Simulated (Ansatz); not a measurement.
Reaction (redistribution): `CCB(F)S` + `O[SiH](F)S` → `CCB(O)S` + `F[SiH](F)S`

Computed with Ansatz on PBE0-D4/def2-TZVP structures; ΔE is electronic, products minus reactants. CCSD(T)/CBS adds triple-zeta CCSD(T) − MP2 to the extrapolated MP2 energy (def2 sets, frozen cores). DFT in def2-TZVPP. One conformer a species, not always the lowest.

`CCB(F)S`:

Cartesian coordinates in Å:
```
C 0.116 -0.794 1.329
C -0.368 -0.604 -0.109
B -0.037 0.804 -0.702
F -0.237 1.897 0.034
S 0.599 0.991 -2.381
H -0.202 -1.759 1.730
H -0.276 -0.014 1.984
H 1.206 -0.757 1.388
H -1.463 -0.699 -0.139
H 0.012 -1.400 -0.756
H 0.650 2.334 -2.377
```

`O[SiH](F)S`:

```xyz
7

O    -0.086   -1.029    1.305
Si    0.413   -0.015    0.139
F     0.424    1.503    0.624
S    -0.927   -0.142   -1.503
H    -1.012   -1.022    1.554
H     1.805   -0.380   -0.167
H    -0.616    1.086   -1.952
```

`CCB(O)S`:

```xyz
12

C     1.413   -0.387   -0.745
C     0.546    0.209    0.357
B    -1.002    0.060    0.141
O    -1.462   -0.564   -0.974
S    -2.221    0.700    1.344
H     1.230   -1.458   -0.857
H     2.477   -0.250   -0.536
H     1.200    0.075   -1.711
H     0.800   -0.239    1.326
H     0.771    1.276    0.482
H    -2.419   -0.621   -1.045
H    -1.333    1.198    2.216
```

`F[SiH](F)S`:

Z-matrix (Å, degrees):
```
Si
F 1 1.585
S 1 2.104 2 111.3
F 1 1.585 2 105.3 3 120.8
H 1 1.470 2 109.7 3 -121.2
H 3 1.346 1 93.3 2 58.6
```

```csv
level,ΔE (kJ/mol)
BHLYP,-20.5
RPA@PBE/def2-TZVPP,-23.4
CCSD/def2-SVP,-23.0
MP2/CBS(def2),-26.3
```

Task: What does CCSD(T)/CBS give? (Best estimate.)

Result: Computed: -24.9 kJ/mol. The listed levels differ from it by 4.4, 1.5, 1.9, -1.4 kJ/mol.

Largest T1 diagnostic among the species: 0.012.

Leaving LDA and LC-ωPBE aside and taking each functional with its dispersion term where it has one, the values, not all of them listed here, spread over 1.9 kJ/mol, from PBE-QIDH to BLYP-D4. In def2-TZVPP, CCSD(T) changes the Hartree–Fock value by −4.2 kJ/mol (the triples alone add −0.3 kJ/mol) and MP2 by −5.6 kJ/mol.
